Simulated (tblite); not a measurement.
Species: C8H14N2.
SMILES with atom numbers: `[CH2:1]=[CH:2]/[C:3]([CH2:4][CH3:5])=[N:6]\[N:7]=[CH:8]\[CH2:9][CH3:10]` (hydrogens: H11, H12 on C1; H13 on C2; H14, H15 on C4; H16, H17, H18 on C5; H19 on C8; H20, H21 on C9; H22, H23, H24 on C10)

Computed with GFN2-xTB (tblite), gas phase: L-BFGS steps from a force-field or distance-geometry start until the largest atomic force falls under 0.01 eV/Å.

Step 29: E = -817.2102 eV
```
atom  x, y, z in Å  |  force x, y, z in eV/Å
C1     -2.4620    0.4467   -2.1033    0.009  -0.020   0.012
C2     -1.3401    0.4175   -1.3832   -0.064   0.044   0.003
C3     -1.2476    0.7169    0.0430   -0.010   0.072   0.001
C4     -2.4785    0.7279    0.9098    0.018   0.008  -0.046
C5     -3.0224   -0.6969    1.0646    0.032   0.033   0.011
N6     -0.1495    0.9800    0.6509   -0.006  -0.124  -0.008
N7      1.0414    0.9352    0.0448    0.077  -0.217   0.154
C8      2.0071    0.2944    0.5646   -0.183   0.035  -0.103
C9      3.3149    0.1876   -0.1438    0.071   0.048   0.003
C10     3.9897   -1.1398    0.1764    0.046  -0.077   0.052
H11    -2.4423    0.3744   -3.1809    0.054  -0.088   0.092
H12    -3.4457    0.5618   -1.6729    0.138   0.029   0.027
H13    -0.3861    0.3075   -1.8903   -0.058   0.012   0.092
H14    -3.2603    1.3671    0.4937    0.106   0.024  -0.036
H15    -2.1816    1.1179    1.8852   -0.098   0.010  -0.026
H16    -3.9197   -0.6972    1.6808    0.036   0.022  -0.015
H17    -3.2666   -1.1245    0.0930    0.022   0.016   0.080
H18    -2.2759   -1.3278    1.5429   -0.024  -0.018  -0.023
H19     1.9219   -0.2892    1.4949   -0.191   0.035  -0.254
H20     3.9744    1.0042    0.1527    0.020   0.121   0.106
H21     3.1421    0.2871   -1.2147    0.034   0.027  -0.072
H22     4.9911   -1.1954   -0.2404   -0.002   0.064  -0.116
H23     4.0765   -1.2654    1.2512    0.013  -0.004   0.118
H24     3.4075   -1.9701   -0.2118   -0.038  -0.050  -0.053
```

Step 30: E = -817.2152 eV
```
atom  x, y, z in Å  |  force x, y, z in eV/Å
C1     -2.4646    0.4486   -2.1040    0.024  -0.018   0.009
C2     -1.3427    0.4214   -1.3848   -0.042   0.031   0.017
C3     -1.2483    0.7142    0.0420   -0.046   0.063  -0.008
C4     -2.4786    0.7268    0.9085    0.015   0.015  -0.040
C5     -3.0225   -0.6970    1.0668    0.025   0.030   0.012
N6     -0.1497    0.9680    0.6516    0.032  -0.103   0.019
N7      1.0400    0.9235    0.0419   -0.016  -0.087   0.029
C8      2.0095    0.2947    0.5632   -0.097   0.006  -0.117
C9      3.3191    0.1884   -0.1426    0.041   0.046   0.003
C10     3.9909   -1.1413    0.1771    0.035  -0.052   0.043
H11    -2.4443    0.3757   -3.1804    0.052  -0.084   0.051
H12    -3.4476    0.5622   -1.6747    0.101   0.026   0.049
H13    -0.3883    0.3147   -1.8912   -0.052   0.006   0.078
H14    -3.2593    1.3649    0.4897    0.091   0.029  -0.040
H15    -2.1835    1.1204    1.8831   -0.091   0.004  -0.025
H16    -3.9193   -0.6941    1.6831    0.028   0.014  -0.002
H17    -3.2686   -1.1274    0.0973    0.021   0.018   0.062
H18    -2.2763   -1.3279    1.5449   -0.020  -0.017  -0.012
H19     1.9211   -0.2776    1.4941   -0.153  -0.064  -0.120
H20     3.9769    1.0050    0.1585    0.021   0.105   0.099
H21     3.1485    0.2896   -1.2141    0.038   0.028  -0.057
H22     4.9909   -1.1960   -0.2425    0.010   0.051  -0.107
H23     4.0782   -1.2671    1.2521    0.015  -0.006   0.104
H24     3.4068   -1.9701   -0.2122   -0.032  -0.041  -0.044
```

Problem. Estimate the geometry and energy of step 31. (The exact step hangs on the optimiser's Hessian estimate; all steps are aligned on step 30, rigid shifts and turns removed.)

Solution. E = -817.2241 eV, largest force 0.174 eV/Å
```
atom  x, y, z in Å  |  force x, y, z in eV/Å
C1     -2.4687    0.4459   -2.1011    0.050  -0.007  -0.004
C2     -1.3479    0.4241   -1.3814    0.019   0.034   0.067
C3     -1.2490    0.7166    0.0450   -0.073   0.053  -0.007
C4     -2.4790    0.7288    0.9098    0.008   0.017  -0.042
C5     -3.0206   -0.6959    1.0669    0.001   0.033   0.020
N6     -0.1508    0.9623    0.6575    0.099  -0.093   0.013
N7      1.0388    0.9235    0.0504   -0.084   0.068  -0.136
C8      2.0124    0.2953    0.5588   -0.048  -0.082  -0.092
C9      3.3269    0.1912   -0.1416   -0.027   0.055   0.016
C10     3.9943   -1.1424    0.1778    0.006  -0.001   0.022
H11    -2.4413    0.3613   -3.1743    0.047  -0.077  -0.034
H12    -3.4540    0.5689   -1.6839    0.067   0.013   0.104
H13    -0.3927    0.3174   -1.8862   -0.057  -0.012   0.061
H14    -3.2584    1.3618    0.4835    0.058   0.048  -0.042
H15    -2.1920    1.1295    1.8846   -0.083  -0.029  -0.046
H16    -3.9180   -0.6877    1.6804    0.008  -0.012   0.042
H17    -3.2709   -1.1286    0.1000    0.035   0.037   0.029
H18    -2.2765   -1.3305    1.5427   -0.015   0.000   0.009
H19     1.9098   -0.2897    1.4760   -0.082  -0.148  -0.004
H20     3.9827    1.0089    0.1650    0.004   0.060   0.084
H21     3.1616    0.2933   -1.2148    0.039   0.035  -0.026
H22     4.9911   -1.1956   -0.2486    0.032   0.032  -0.082
H23     4.0825   -1.2687    1.2530    0.027  -0.007   0.079
H24     3.4079   -1.9701   -0.2123   -0.029  -0.015  -0.032
```

The energy changes by -0.0088 eV. The first-order estimate −F·Δx gives -0.0124 eV and the mean of the old and new forces, exact on a quadratic surface, -0.0089 eV. The step makes an angle of 55° with the force vector and moves no atom by more than 0.025 Å.

What follows is the cost of the whole relaxation. The run took 1.7 s on Arm Neoverse V1, one thread, on a shared host.
